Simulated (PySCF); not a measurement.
**Sr⁺ (strontium, charge +1) across methods**

[Kr] 5s1, 2S determinant. Calculation: PySCF 2.14, in aug-cc-pwCVTZ-X2C with one added diffuse shell each of s, p, d, f type (11s10p8d4f, 109 functions); scalar relativity by spin-free X2C-1e.

```tsv
method	E (hartree)	mean ε 4p α (eV)	mean ε 4p β (eV)	mean ε 5s α (eV)	Σ⟨r²⟩ (bohr²)	⟨S²⟩
UHF	-3177.17926	-35.852	-35.741	-10.476	45.01	0.750
PBE	-3178.68	-29.161	-29.013	-8.680	43.51	0.750
M06-L	-3178.94	-29.656	-29.634	-8.459	43.45	0.751
PBE0	-3178.76	-31.128	-30.989	-9.236	43.67	0.750
CAM-B3LYP	-3179.26	-32.513	-32.414	-10.192	43.49	0.750
r2SCAN	-3179.05	-29.836	-29.737	-8.763	43.70	0.750
LDA	-3174.90	-29.259	-29.135	-8.876	43.10	0.750
```

Problem. Estimate the same row for TPSSh.

Solution. E (hartree) = -3178.95; mean ε 4p α (eV) = -30.176; mean ε 4p β (eV) = -30.047; mean ε 5s α (eV) = -8.782; Σ⟨r²⟩ (bohr²) = 43.79; ⟨S²⟩ = 0.750.
